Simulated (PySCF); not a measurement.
This PySCF input asks for the NMR shieldings of `[SiH3]N(CC(C)C)N(C)C`, C6H18N2Si; the geometry comes from GFN2-xTB.

```python
import basis_set_exchange as bse
import numpy as np
from pyscf import gto, dft
from pyscf.prop import nmr

atoms = """
C     2.073630   -1.041008    0.080098
C     1.699340    0.438237    0.041199
C     2.851730    1.257356   -0.537515
C     0.417339    0.669886   -0.777349
N    -0.794179    0.443136   -0.016059
Si   -1.916908    1.721471    0.262785
N    -1.083936   -0.933197    0.120919
C    -1.334637   -1.316421    1.493887
C    -2.141882   -1.371852   -0.765688
H     1.229332   -1.636158    0.412352
H     2.362915   -1.379987   -0.913043
H     2.911306   -1.204731    0.755053
H     1.501774    0.783952    1.061500
H     3.764012    1.082083    0.028656
H     3.032820    0.975967   -1.573084
H     2.627296    2.321384   -0.504765
H     0.397073    1.704500   -1.123886
H     0.426904    0.017917   -1.658570
H    -2.829707    1.288410    1.319124
H    -2.715769    2.089249   -0.920097
H    -1.121504    2.871256    0.689099
H    -0.560264   -0.884970    2.123980
H    -1.285180   -2.403689    1.559776
H    -2.315324   -0.987527    1.862834
H    -3.127158   -0.972356   -0.484199
H    -2.181713   -2.460557   -0.747282
H    -1.907205   -1.045928   -1.777563
"""
names = dict.fromkeys(["C", "N", "Si", "H"], "pcSseg-1")
basis = {el: gto.basis.parse(bse.get_basis(n, elements=[el], fmt="nwchem")) for el, n in names.items()}
mol = gto.M(atom=atoms, basis=basis, charge=0, verbose=0)
mf = dft.RKS(mol, xc="PBE0")
mf.grids.level = 2
mf.grids.alignment = dft.numint.BLKSIZE   # the property module wants whole blocks of grid points
mf.conv_tol = 1e-9
mf.kernel()

calc = nmr.RKS(mf)   # GIAO
C = mf.mo_coeff
Co = C[:, mf.mo_occ > 0]
resp = mf.gen_response(singlet=True, hermi=2)
def vind(x):   # induced exchange potential for any number of trial vectors
    d = np.einsum("pi,xij,qj->xpq", C, 2 * x.reshape(-1, C.shape[1], Co.shape[1]), Co, optimize=True)
    return np.einsum("xpq,pi,qj->xij", resp(d - d.transpose(0, 2, 1)), C, Co, optimize=True).ravel()
mo1, _ = nmr.rhf.solve_mo1(calc, with_cphf=vind)
sigma = calc.kernel(mo1)
for i, s in enumerate(sigma):   # ppm
    print("%2d %-2s %9.2f" % (i, mol.atom_pure_symbol(i), np.trace(s) / 3))
```

Question: What does it print?

Answer: 
```
 0 C     162.35
 1 C     147.71
 2 C     162.20
 3 C     124.18
 4 N     174.40
 5 Si    427.99
 6 N     181.77
 7 C     138.06
 8 C     140.81
 9 H      29.24
10 H      31.23
11 H      30.72
12 H      30.18
13 H      30.77
14 H      31.06
15 H      30.70
16 H      29.43
17 H      29.07
18 H      26.76
19 H      27.18
20 H      27.55
21 H      29.16
22 H      29.18
23 H      29.05
24 H      29.58
25 H      29.33
26 H      28.95
```

These numbers come from an equivalent density-fitted implementation of the same equations, which agrees with the script to about 0.01 ppm for H and up to a few tenths of a ppm for heavy atoms, so last digits may differ.

Question: Turn these shieldings into chemical shifts. δ = σ(ref) − σ, references computed at the same level: 13C (σref 186.93), 29Si (σref 349.16), 1H (σref 31.72) against TMS; 15N (σref 267.73) vs NH3.

Answer: Averaging equivalent atoms: C 3: 62.7; C 7/8: 47.5; C 1: 39.2; C 0/2: 24.6; N 4: 93.3; N 6: 86.0; Si 5: -78.8; H 18/19/20: 4.56; H 21/22/23/24/25/26: 2.51; H 16/17: 2.47; H 12: 1.53; H 9/10/11/13/14/15: 1.10 ppm. Experimental scales use liquid or dissolved standards, which lie at an offset from isolated NH3 (liquid NH3: subtract about 20 ppm).

Size and cost of the density-fitted run: 250 basis functions, 66 s wall time on 1 thread of an Arm Neoverse V1, shared host; peak memory 1.2 GiB.
